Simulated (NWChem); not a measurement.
System: BH, singlet; SMILES [BH]

NWChem printed, in part:

```
             Northwest Computational Chemistry Package (NWChem) 7.3.0
             --------------------------------------------------------

                             Geometry "geometry" -> ""
                             -------------------------

 Output coordinates in angstroms (scale by  1.889725989 to convert to a.u.)

  No.       Tag          Charge          X              Y              Z
 ---- ---------------- ---------- -------------- -------------- --------------
    1 B                    5.0000     0.00000000     0.00000000     0.23785700
    2 H                    1.0000     0.00000000     0.00000000    -1.01439600

 Effective nuclear repulsion energy (a.u.)       2.1129007038

                              NWChem Property Module
                              ----------------------

  itol2e modified to match energy
  convergence criterion.

                                 NWChem DFT Module
                                 -----------------

 Summary of "ao basis" -> "ao basis" (spherical)
 ------------------------------------------------------------------------------
       Tag                 Description            Shells   Functions and Types
 ---------------- ------------------------------  ------  ---------------------
 B                          cc-pvtz                 10       30   4s3p2d1f
 H                          cc-pvtz                  6       14   3s2p1d

  itol2e modified to match energy
  convergence criterion.

            General Information
            -------------------
          SCF calculation type: DFT
          Wavefunction type:  closed shell.
          No. of atoms     :     2
          No. of electrons :     6
           Alpha electrons :     3
            Beta electrons :     3
          Charge           :     0
          Spin multiplicity:     1
          Use of symmetry is: off; symmetry adaption is: off
          Maximum number of iterations: 150
          AO basis - number of functions:    44
                     number of shells:    16
          Convergence on energy requested:  1.00D-07
          Convergence on density requested:  1.00D-05
          Convergence on gradient requested:  5.00D-04

              XC Information
              --------------
                         B3LYP Method XC Potential
                     Hartree-Fock (Exact) Exchange  0.200
                        Slater Exchange Functional  0.800 local
                    Becke 1988 Exchange Functional  0.720 non-local
              Lee-Yang-Parr Correlation Functional  0.810
                  VWN I RPA Correlation Functional  0.190 local

             Grid Information
             ----------------
          Grid used for XC integration:  fine
          Radial quadrature: Mura-Knowles
          Angular quadrature: Lebedev.
          Tag              B.-S. Rad. Rad. Pts. Rad. Cut. Ang. Pts.
          ---              ---------- --------- --------- ---------
          B                   0.85       70           7.0       590
          H                   0.35       60           8.0       590
          Grid pruning is: on
          Number of quadrature shells:   130
          Spatial weights used:  Erf1

      Superposition of Atomic Density Guess
      -------------------------------------

 Sum of atomic energies:         -25.03428127

      Non-variational initial energy
      ------------------------------

 Total energy =     -24.954649
 1-e energy   =     -36.953779
 2-e energy   =       9.886230
 HOMO         =      -0.191600
 LUMO         =      -0.011136

   convergence    iter        energy       DeltaE   RMS-Dens  Diis-err
 ---------------- ----- ----------------- --------- --------- ---------
 d= 0,ls=0.0,diis     1    -25.2825122944 -2.74D+01  1.07D-02  8.95D-02
 d= 0,ls=0.0,diis     2    -25.2958431929 -1.33D-02  4.71D-03  1.62D-02
 d= 0,ls=0.0,diis     3    -25.2991095641 -3.27D-03  7.79D-04  6.73D-04
 d= 0,ls=0.0,diis     4    -25.2992443444 -1.35D-04  6.82D-05  3.39D-06
 d= 0,ls=0.0,diis     5    -25.2992451310 -7.87D-07  8.53D-06  1.25D-07
 d= 0,ls=0.0,diis     6    -25.2992451599 -2.89D-08  1.13D-06  4.50D-10

         Total DFT energy =      -25.299245159906
      One electron energy =      -37.183509698791
           Coulomb energy =       14.061864879608
    Exchange-Corr. energy =       -4.290501044494
 Nuclear repulsion energy =        2.112900703770

 Numeric. integr. density =        6.000000047238

                       DFT Final Molecular Orbital Analysis
                       ------------------------------------

 Vector    1  Occ=2.000000D+00  E=-6.843377D+00
              MO Center=  1.5D-14,  1.3D-13,  2.4D-01, r^2= 4.1D-02
   Bfn.  Coefficient  Atom+Function         Bfn.  Coefficient  Atom+Function
  ----- ------------  ---------------      ----- ------------  ---------------
     1      0.977203  1 B  s                  3      0.049916  1 B  s

 Vector    2  Occ=2.000000D+00  E=-4.830715D-01
              MO Center=  2.1D-11,  2.2D-11, -4.6D-01, r^2= 9.7D-01
   Bfn.  Coefficient  Atom+Function         Bfn.  Coefficient  Atom+Function
  ----- ------------  ---------------      ----- ------------  ---------------
     2      0.406595  1 B  s                 32      0.219828  2 H  s
     4      0.179770  1 B  s                 31      0.161982  2 H  s
    10     -0.133262  1 B  pz                 7     -0.121171  1 B  pz
    33      0.103852  2 H  s                  3      0.099239  1 B  s
     1     -0.025163  1 B  s

 Vector    3  Occ=2.000000D+00  E=-2.394668D-01
              MO Center= -2.3D-11,  4.0D-11,  4.7D-01, r^2= 1.6D+00
   Bfn.  Coefficient  Atom+Function         Bfn.  Coefficient  Atom+Function
  ----- ------------  ---------------      ----- ------------  ---------------
     4      0.464407  1 B  s                  2      0.323153  1 B  s
    10      0.282028  1 B  pz                 7      0.243140  1 B  pz
    33     -0.217479  2 H  s                 32     -0.175108  2 H  s
    13      0.147198  1 B  pz                31     -0.115739  2 H  s
     3      0.083916  1 B  s                 21     -0.038501  1 B  d  0

 Vector    4  Occ=0.000000D+00  E=-9.470698D-02
              MO Center=  3.3D-11,  3.4D-12,  1.8D-01, r^2= 2.1D+00
   Bfn.  Coefficient  Atom+Function         Bfn.  Coefficient  Atom+Function
  ----- ------------  ---------------      ----- ------------  ---------------
    11      0.337953  1 B  px                12     -0.336860  1 B  py
     8      0.285447  1 B  px                 9     -0.284524  1 B  py
     5      0.221436  1 B  px                 6     -0.220720  1 B  py

 Vector    5  Occ=0.000000D+00  E=-9.470698D-02
              MO Center=  5.7D-11,  7.1D-11,  1.8D-01, r^2= 2.1D+00
   Bfn.  Coefficient  Atom+Function         Bfn.  Coefficient  Atom+Function
  ----- ------------  ---------------      ----- ------------  ---------------
    11      0.336860  1 B  px                12      0.337953  1 B  py
     8      0.284524  1 B  px                 9      0.285447  1 B  py
     5      0.220720  1 B  px                 6      0.221436  1 B  py

 Vector    6  Occ=0.000000D+00  E= 1.033707D-01
              MO Center= -3.7D-11, -2.5D-11, -7.3D-01, r^2= 4.1D+00
   Bfn.  Coefficient  Atom+Function         Bfn.  Coefficient  Atom+Function
  ----- ------------  ---------------      ----- ------------  ---------------
    33      3.008086  2 H  s                  4     -1.759799  1 B  s
    13      1.371564  1 B  pz                10      0.405819  1 B  pz
     2     -0.390803  1 B  s                  7      0.186649  1 B  pz
     3     -0.087625  1 B  s                  1     -0.072284  1 B  s
    32     -0.071941  2 H  s                 31      0.069041  2 H  s

[...]

          -----------------------
          Electric field gradient
          -----------------------

 1 a.u. = 0.324123 10**(16) esu/cm**3  ( or statvolts/cm**2 ) = 0.97174 10**(22) v/m**2

 ------------------------------------------------------------
   Atom      X         Y         Z
 ------------------------------------------------------------
    1 B    0.00000   0.00000   0.44948
 ------------------------------------------------------------

 Electric field gradient in molecular frame (a.u.)
         XX             YY             ZZ             XY             XZ             YZ
 ------------------------------------------------------------------------------------------
       -0.388160      -0.388160       0.776320      -0.000000      -0.000000       0.000000

 Principal components (a.u.) and orientation
 of principal axis w.r.t. absolute frame                      Asymmetry parameter eta
 --------------------------------------------------------------------------------------
        0.776320      -0.388160      -0.388160                       0.000000

       -0.000000      -0.000000       1.000000
        0.000000       1.000000      -0.000000
        1.000000       0.000000      -0.000000

 ------------------------------------------------------------
   Atom      X         Y         Z
 ------------------------------------------------------------
    2 H    0.00000   0.00000  -1.91693
 ------------------------------------------------------------

 Electric field gradient in molecular frame (a.u.)
         XX             YY             ZZ             XY             XZ             YZ
 ------------------------------------------------------------------------------------------
        0.067885       0.067885      -0.135769      -0.000000       0.000000       0.000000

 Principal components (a.u.) and orientation
 of principal axis w.r.t. absolute frame                      Asymmetry parameter eta
 --------------------------------------------------------------------------------------
       -0.135769       0.067885       0.067885                       0.000000

       -0.000000       0.733763       0.679406
       -0.000000      -0.679406       0.733763
        1.000000       0.000000       0.000000
```

Level: B3LYP/cc-pVTZ. Low-valent species are run as closed-shell singlets; no triplet was tried in these runs. Geometry: optimised at PBE0/def2-SVP. NWChem prints the field gradient with the sign opposite to the second derivative of the potential.

Problem. Which NWChem input produces such a log?

Solution. Several could match; the one computed here: the input that was run:
```
start job
memory heap 200 mb stack 900 mb global 1100 mb
geometry units angstroms noautosym nocenter noautoz
  B      0.000000     0.000000     0.237857
  H      0.000000     0.000000    -1.014396
end
basis spherical
  B library cc-pvtz
  H library cc-pvtz
end
dft
  xc b3lyp
  iterations 150
end
property
  efieldgrad
end
task dft property
```
